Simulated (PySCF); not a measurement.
Predicted microwave data (PBE0/pcSseg-1 in PySCF (dipole) on a GFN2-xTB geometry, gas phase) for one isomer of C10H10:

| Quantity | Value |
| --- | --- |
| Rotational constants | A = 4421, B = 698.5, C = 639.4 MHz |
| Dipole components | \|μa\| = 1.27 D, \|μb\| = 0.00 D, \|μc\| = 0.02 D |
| Inertial defect | -47.43 u·Å² |
| κ | -0.97 |

**Question.** Which structure is it? (One computed conformer of each.)
A. `[CH:1]1=[CH:2][c:3]2[cH:4][cH:5][cH:6][cH:7][c:8]2[CH2:9][CH2:10]1` with C1–C2–C3–C4 -163°, C7–C8–C9–C10 147°, C8–C9–C10–C1 48°, C2–C1–C10–C9 -32° (1,2-dihydronaphthalene)
B. `[CH3:1][C:2]#[C:3][C:4]1=[CH:5][CH2:6][CH:7]=[CH:8][CH:9]=[CH:10]1` with C4–C5–C6–C7 71°, C5–C6–C7–C8 -71°, C7–C8–C9–C10 35°, C3–C4–C10–C9 143°
C. `[CH:1]#[C:2][c:3]1[cH:4][cH:5][c:6]([CH2:7][CH3:8])[cH:9][cH:10]1` with C5–C6–C7–C8 -89° (4-ethylphenylacetylene)
D. 1-phenyl-1-butyne, `c1ccccc1C#CCC`
E. `[CH2:1]=[CH:2][C:3](=[CH2:4])[c:5]1[cH:6][cH:7][cH:8][cH:9][cH:10]1` with C1–C2–C3–C4 180°, C2–C3–C5–C6 90°
F. `[cH:1]1[cH:2][c:3]2[c:4]([cH:5][c:6]1[CH:7]1[CH2:8][CH2:9]1)[CH2:10]2` with C5–C6–C7–C8 35°

**Answer.** C. It is C#Cc1ccc(CC)cc1, a near-prolate asymmetric top, point group Cs. The candidates at the same level (rigid rotor, commonest isotopes):

| SMILES | A (MHz) | B (MHz) | C (MHz) | μa (D) | μb (D) | μc (D) | Δ (u·Å²) | point group | rotor |
| --- | --- | --- | --- | --- | --- | --- | --- | --- | --- |
| C1=Cc2ccccc2CC1 | 2951 | 1196 | 875.8 | 0.52 | 0.35 | 0.08 | -16.57 | C1 | asymmetric top |
| CC#CC1=CCC=CC=C1 | 3333 | 718.2 | 633.3 | 0.25 | 0.25 | 0.27 | -57.27 | C1 | near-prolate asymmetric top |
| CCC#Cc1ccccc1 | 4511 | 569.6 | 509.0 | 0.52 | 0.02 | 0.00 | -6.29 | Cs | near-prolate asymmetric top |
| C=CC(=C)c1ccccc1 | 2508 | 953.0 | 906.9 | 0.04 | 0.10 | 0.00 | -174.55 | Cs | near-prolate asymmetric top |
| C#Cc1ccc(CC)cc1 | 4421 | 698.5 | 639.4 | 1.27 | 0.00 | 0.02 | -47.43 | Cs | near-prolate asymmetric top |
| c1cc2c(cc1C1CC1)C2 | 3495 | 898.9 | 761.2 | 0.51 | 0.01 | 0.00 | -42.91 | Cs | asymmetric top |

`CC#CC1=CCC=CC=C1` has A 25 % too low; `C1=Cc2ccccc2CC1` has B 71 % too high; `c1cc2c(cc1C1CC1)C2` has B 29 % too high; `C=CC(=C)c1ccccc1` has A 43 % too low; `CCC#Cc1ccccc1` has C 20 % too low. In the right answer the mirror of this Cs structure is the ac plane, so μb vanishes by symmetry. No structure here is proved a minimum.
